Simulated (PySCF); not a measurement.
**IOCl, singlet: computed properties**

All numbers come from PBE0 in PySCF with I def2-TZVP with ECP28, O def2-TZVP, Cl def2-TZVP; scalar-relativistic core potentials, no spin–orbit coupling; density-fitted integrals.

The structure is a minimum.

```
Point group                                                                   : Cs
Bond lengths                                                                  : I–Cl 2.359 Å, I–O 1.802 Å
Bond angles                                                                   : Cl–I–O 107.2°
Dipole moment                                                                 : 3.20 D
Highest occupied level                                                        : -7.17 eV
Rotational symmetry number                                                    : 1
Zero-point energy                                                             : 8.2 kJ/mol
Heat capacity Cp at 298.15 K                                                  : 50.1 J/(mol K)
Enthalpy at 298.15 K above 0 K                                                : 12.59 kJ/mol
Lowest empty level                                                            : -3.63 eV
Rotational constants                                                          : 0.4445, 0.09715, 0.07973 cm⁻¹
Entropy at 298.15 K and 1 bar                                                 : 296.1 J/(mol K)
Principal polarisabilities                                                    : 30.1, 40.8, 68.2 bohr³
Atomisation energy without zero-point energy                                  : 398 kJ/mol
Principal quadrupole moments (Buckingham, traceless) about the centre of mass : -6.56, 0.99, 5.57 D Å
```

Harmonic modes (masses in u: I 126.904, O 15.995, Cl 34.969):
| symmetry | ω (cm⁻¹) | IR (km/mol) | μ (u) | type |
| --- | --- | --- | --- | --- |
| a' | 183 | 5.9 | 20.35 | bend |
| a' | 350 | 45.2 | 41.65 | stretch |
| a' | 832 | 44.3 | 17.74 | stretch |

Charges (e):
| atom | Mulliken | Löwdin | polar tensor | Mayer order to I1 |
| --- | --- | --- | --- | --- |
| I1 | 0.73 | 0.63 | 0.92 | – |
| O2 | -0.52 | -0.55 | -0.49 | 1.66 |
| Cl3 | -0.21 | -0.09 | -0.43 | 0.96 |

Mulliken populations on I1 (electrons outside its core potential): s 3.91, p 9.93, d 10.34, f 0.08.

Counting electrons, iodine keeps 4 of its valence electrons outside its bonds, so the VSEPR class is AX2E2 and the expected shape is bent; with unlike ligands the computed point group is Cs.

Only a few start shapes were tried, so a lower isomer may exist.

The final relaxation and frequency run took about 2.8 core-minutes on a shared host.
